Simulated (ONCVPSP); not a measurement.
# Scattering properties, ONCV potential for N (Z = 7)

N, optimised norm-conserving Vanderbilt (ONCV), made with ONCVPSP 4.0.1 (PBE, scalar-relativistic). Core [He], reference 2s2 2p3. Waves: 2s: rc 0.70 bohr, ncon 4, nbas 9, qcut 8 1/bohr, local; 2p: rc 2.40 bohr, ncon 4, nbas 7, qcut 7 1/bohr, 2 projectors, debl 3.4 Ha; d scattering state at 0.03 Ha: rc 2.20 bohr, ncon 4, nbas 7, qcut 4.7 1/bohr, 2 projectors, debl 1.7 Ha. Local part: the s channel. Core correction: Teter function, fcfact 2.5, rcfact 1.

The phase is arctan(r·R′/R) of the radial function R(r), unwrapped; energies in Ha, scanned from -2 to 5 Ha. A pole is an energy at which the radial function vanishes at the test radius. The pseudo phase is shifted by a multiple of π to meet the all-electron one at the reference energy, and phase errors are pseudo minus all-electron; the curves can meet again beyond the range given. Levels narrower than the energy grid can be missing from the lists of poles.

```csv
channel,radius (bohr),reference energy (Ha),"poles, all-electron","poles, pseudo",unbroken range about the reference energy with phases within 0.05 rad,phase error 1 Ha above the reference energy (rad)
s,0.71,-0.68,none,none,the whole range,-0.004
p,2.43,-0.26,"-0.09, 2.50","-0.09, 2.51",below 0.6,+0.068
d,2.24,0.03,2.13,2.13,the whole range,-0.000
```

Phases in the p channel:

| E (Ha) | all-electron | pseudo |
| --- | --- | --- |
| -1.98 | 1.302 | 1.302 |
| -1.62 | 1.261 | 1.262 |
| -1.26 | 1.194 | 1.195 |
| -0.90 | 1.056 | 1.058 |
| -0.54 | 0.478 | 0.483 |
| -0.18 | -1.414 | -1.413 |
| 0.18 | -1.855 | -1.849 |
| 0.54 | -2.343 | -2.312 |
| 0.90 | -3.602 | -3.536 |
| 1.26 | -4.290 | -4.271 |
| 1.62 | -4.507 | -4.500 |
| 1.98 | -4.614 | -4.611 |
| 2.34 | -4.685 | -4.683 |
| 2.70 | -4.744 | -4.744 |
| 3.06 | -4.806 | -4.806 |
| 3.42 | -4.891 | -4.890 |
| 3.78 | -5.057 | -5.047 |
| 4.14 | -5.657 | -5.549 |
| 4.50 | -7.148 | -6.984 |
| 4.86 | -7.549 | -7.487 |
